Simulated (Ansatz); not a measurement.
Ansatz (a program for electronic structure) input (CAM-B3LYP/def2-TZVPD):

Ansatz 0.2 input:
```yaml
crystal:
  periodic: [false, false, false]
  atoms:
    - {symbol: Si, position_ang: [0.57361799, 0.27466873, -0.48914448]}
    - {symbol: C, position_ang: [1.42239392, -1.35420756, -0.43339182]}
    - {symbol: Cl, position_ang: [1.53161955, 1.75188191, 0.51210035]}
    - {symbol: N, position_ang: [-1.03977761, 0.08877382, 0.46647253]}
    - {symbol: Si, position_ang: [-2.19303706, -1.29180323, -0.05783350]}
    - {symbol: H, position_ang: [0.08858160, 0.73046100, -1.79639807]}
    - {symbol: H, position_ang: [0.85881125, -2.12243161, -0.96714047]}
    - {symbol: H, position_ang: [2.39536546, -1.26043126, -0.92132340]}
    - {symbol: H, position_ang: [1.59700442, -1.68583236, 0.59177033]}
    - {symbol: H, position_ang: [-0.81628508, -0.01673587, 1.45981849]}
    - {symbol: H, position_ang: [-3.49453821, -0.93482474, 0.51974027]}
    - {symbol: H, position_ang: [-1.57398624, -2.49081712, 0.51949995]}
    - {symbol: H, position_ang: [-2.14305256, -1.24118799, -1.52506480]}
    - {symbol: H, position_ang: [-1.53348657, 0.98351881, 0.40612636]}
basis:
  gaussian:
    orbitals: def2-TZVPD
hamiltonian:
  xc: {name: CAM-B3LYP}
total_charge: 1
output: {forces: true}
```

End of the output:

```
Atom 0 at     0.573618     0.274669    -0.489144 Å, force    -0.013804    -0.013615     0.132478 eV/Å
Atom 1 at     1.422394    -1.354208    -0.433392 Å, force    -0.036776     0.109506    -0.004043 eV/Å
Atom 2 at     1.531620     1.751882     0.512100 Å, force    -0.082941    -0.119584    -0.084812 eV/Å
Atom 3 at    -1.039778     0.088774     0.466473 Å, force     0.048987    -0.066330    -0.096040 eV/Å
Atom 4 at    -2.193037    -1.291803    -0.057834 Å, force     0.045953     0.085807     0.040008 eV/Å
Atom 5 at     0.088582     0.730461    -1.796398 Å, force     0.024852    -0.000124     0.033042 eV/Å
Atom 6 at     0.858811    -2.122432    -0.967140 Å, force     0.024376     0.018600     0.012481 eV/Å
Atom 7 at     2.395365    -1.260431    -0.921323 Å, force    -0.024870    -0.008411     0.012556 eV/Å
Atom 8 at     1.597004    -1.685832     0.591770 Å, force     0.004058     0.003633    -0.028239 eV/Å
Atom 9 at    -0.816285    -0.016736     1.459818 Å, force    -0.009358     0.003044    -0.024155 eV/Å
Atom 10 at    -3.494538    -0.934825     0.519740 Å, force     0.040521    -0.009041    -0.016176 eV/Å
Atom 11 at    -1.573986    -2.490817     0.519500 Å, force    -0.024448     0.026330    -0.012240 eV/Å
Atom 12 at    -2.143053    -1.241188    -1.525065 Å, force    -0.009286    -0.005331     0.034733 eV/Å
Atom 13 at    -1.533487     0.983519     0.406126 Å, force     0.012736    -0.024483     0.000406 eV/Å
Dipole moment:    -0.784001    -0.456082     0.081584 e Å
```

It need not be the lowest isomer of its formula.
